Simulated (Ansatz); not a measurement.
`C=C(Br)BC`, charge 0, multiplicity 1.

Q: Give a relaxed structure at PBE0-D4/def2-TZVP (Ansatz 0.2.0). (Estimate.)

A: Computed: 
Z-matrix (Å, degrees):
```
C
B 1 1.548
H 1 1.102 2 105.7
H 1 1.092 2 113.5 3 115.3
H 1 1.091 2 114.5 3 -116.7
C 2 1.548 1 125.1 3 93.4
H 2 1.201 1 120.8 3 -84.0
Br 6 1.909 2 119.5 1 0.1
C 6 1.333 2 122.3 1 179.8
H 9 1.084 6 123.6 2 -179.1
H 9 1.085 6 118.5 2 0.7
```
This is one stationary point; other conformers may exist.
